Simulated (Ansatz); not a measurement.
Predict a relaxed structure of the cluster Mn3⁺ (the lowest multiplicity 13 isomer of a short search), charge 1, multiplicity 13, at PBE-D4/def2-TZVP (Ansatz).


```xyz
3

Mn   -0.485    1.113   -0.815
Mn   -0.030   -1.363   -0.530
Mn    0.515    0.250    1.346
```
Point group D3h (tolerance 0.1 Å). This is one stationary point.

The charge 1 multiplicity 13 is spin-contaminated (final ⟨S²⟩ up to 42.26, 42.00 for a pure state). The structure comes from a short search, and lower isomers may exist.
